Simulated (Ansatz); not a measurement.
`BB([SiH3])S` + H₂O → `BB(O)S` + SiH₄ at 500 K and 1 bar (formal hydrolysis of a B–Si bond).

Gas-phase electronic energies from Ansatz, PBE0-D4/def2-TZVP geometries. CBS: MP2 limit from def2 TZ/QZ plus the TZ coupled-cluster correction, frozen cores. This one scheme is used for every species. Each species was taken in one conformer, which may not be the lowest.

| species | CCSD(T)/CBS energy (Eh) | H − E (kJ/mol) | S (J/(mol·K)) |
| --- | --- | --- | --- |
| `BB([SiH3])S` | -740.02884 | 202.0 | 417.3 |
| H₂O | -76.37941 | 73.2 | 206.3 |
| `BB(O)S` | -524.98370 | 166.9 | 373.0 |
| SiH₄ | -291.46306 | 102.4 | 230.9 |

H − E and S are ideal-gas, rigid-rotor, harmonic terms from PBE0-D4/def2-TZVP, for one conformer and one mirror image of each species. 1 Eh = 2625.50 kJ/mol, R = 8.31446 J/(mol·K).

**Question.** By hand: ΔE, ΔH, ΔS and ΔG.

**Answer.** ΔE = (-524.98370) + (-291.46306) − (-740.02884) − (-76.37941) = -0.03851 Eh = -101.1 kJ/mol. Δ(H − E) = 166.9 + 102.4 − 202.0 − 73.2 = -5.9, so ΔH = -107.0 kJ/mol. ΔS = 373.0 + 230.9 − 417.3 − 206.3 = -19.7 J/(mol·K). ΔG = -107.0 − 500 × (-19.7)/1000 = -97.2 kJ/mol.

**Question.** By hand: the equilibrium constant, and the temperature at which ΔG would vanish if ΔH and ΔS stayed fixed.

**Answer.** log₁₀ K = −ΔG/(RT ln 10) = 10.2. ΔG = 0 at ΔH/ΔS = 5431 K, far beyond where these terms or the molecules hold.

ΔH outweighs TΔS. A doubt of 5 kJ/mol in ΔE shifts log₁₀ K by 0.5 here. Other conformers and mirror images would add mixing entropy, several J/(mol·K) or more a flexible species. Modes under 60 cm⁻¹, often nearly free rotors, make the harmonic entropy too high. These are equilibria of isolated gas molecules and say nothing of rates. Largest T1 diagnostic: 0.016 (customary marks: 0.02 for closed shells, 0.045 for open ones).
